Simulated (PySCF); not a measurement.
How far are cheaper levels from CCSD(T)/CBS for ZnO?

PySCF; the state is a triplet (σ ↑, π ↑). The composite is CCSD(T) extrapolated to the basis-set limit from two correlation-consistent sets, with core-valence (CV) and scalar-relativistic (SR) terms as its label shows; it has no spin–orbit coupling and nothing beyond (T). Here it is CCSD(T)/CBS(DT). It gives Re = 1.843 Å, ωe = 562 cm⁻¹ and De = 1.24 eV to Zn + O.

```csv
level,basis,relativity,Re (Å),ωe (cm⁻¹),De (eV)
UHF,x2c-SVPall,spin-free X2C,1.875,571,0.15
UHF-MP2,x2c-SVPall,spin-free X2C,1.865,581,1.08
LDA,def2-TZVPPD,no relativity,1.832,539,2.14
PBEsol,def2-TZVPP,no relativity,1.855,518,1.84
r²SCAN,cc-pVDZ-PP/cc-pVDZ,scalar-relativistic core potentials,1.832,558,1.66
r²SCAN,def2-TZVPPD,no relativity,1.853,541,1.72
M06-L,cc-pVDZ-PP/cc-pVDZ,scalar-relativistic core potentials,1.855,533,1.33
PBE0,jorge-DZP-DKH,spin-free X2C,1.855,541,1.48
r²SCAN0,def2-TZVPP,no relativity,1.849,558,1.47
HSE06,def2-TZVPP,no relativity,1.868,527,1.39
```

**Question.** Give the difference of each row from the composite.

**Answer.** 

| level | basis | ΔRe (pm) | Δωe (%) | ΔDe (eV) |
| --- | --- | --- | --- | --- |
| UHF | x2c-SVPall | +3.2 | +1.6 | -1.09 |
| UHF-MP2 | x2c-SVPall | +2.2 | +3.4 | -0.16 |
| LDA | def2-TZVPPD | -1.1 | -4.1 | +0.90 |
| PBEsol | def2-TZVPP | +1.2 | -7.8 | +0.60 |
| r²SCAN | cc-pVDZ-PP/cc-pVDZ | -1.1 | -0.7 | +0.42 |
| r²SCAN | def2-TZVPPD | +1.0 | -3.7 | +0.48 |
| M06-L | cc-pVDZ-PP/cc-pVDZ | +1.2 | -5.2 | +0.09 |
| PBE0 | jorge-DZP-DKH | +1.2 | -3.7 | +0.24 |
| r²SCAN0 | def2-TZVPP | +0.6 | -0.7 | +0.23 |
| HSE06 | def2-TZVPP | +2.5 | -6.2 | +0.15 |

**Question.** Which rows come closest in De?

**Answer.** M06-L in cc-pVDZ-PP/cc-pVDZ (+0.09 eV), counted from the composite.

Correlated steps freeze the inner cores (5 to 6 orbitals); shallow outer-core shells are correlated. Correlated levels converge slowly with the basis: in double zeta they bind strong bonds too weakly, by up to about 1 eV, and carry superposition errors of some tenths. Counting both spins, an empty level lies below a filled one in some of these solutions, because spin and occupation are held. The state is the lowest determinant that a PBE0 search found; another state may lie lower at other levels.
